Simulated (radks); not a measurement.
Initial-state core-level shifts of the mercury ion Hg3+ when its valence configuration changes from [Xe] 4f14 5d9. Calculated with a radial shooting solver on a logarithmic mesh with Libxc functionals: Dirac Kohn-Sham, PBE, spin-unpolarised, spherical densities, point nucleus; open shells fill j = l - 1/2 first. Shifts are changes of the shell-averaged eigenvalues in eV (positive: less bound).

4f13 5d9 6p1: 1s -18.709; 2s -20.197; 3p -22.221; 5s -10.015
4f14 5d8 6p1: 1s -5.378; 2s -5.600; 3p -5.545; 5s -5.172
4f14 5d8.5 6p0.5: 1s -2.674; 2s -2.781; 3p -2.755; 5s -2.580
4f12 5d8 6s2 6p1: 1s -41.892; 2s -45.282; 3p -49.273; 5s -23.425
4f13.5 5d9 6s0.5: 1s -8.656; 2s -9.391; 3p -10.385; 5s -4.393
4f13 5d9 6s0.5 6p0.5: 1s -18.126; 2s -19.619; 3p -21.635; 5s -9.435
4f14 5d8 6s1: 1s -4.207; 2s -4.438; 3p -4.368; 5s -4.008
4f13.5 5d9.5: 1s -6.535; 2s -7.156; 3p -8.184; 5s -2.371
4f13 5d10: 1s -13.175; 2s -14.436; 3p -16.519; 5s -4.721
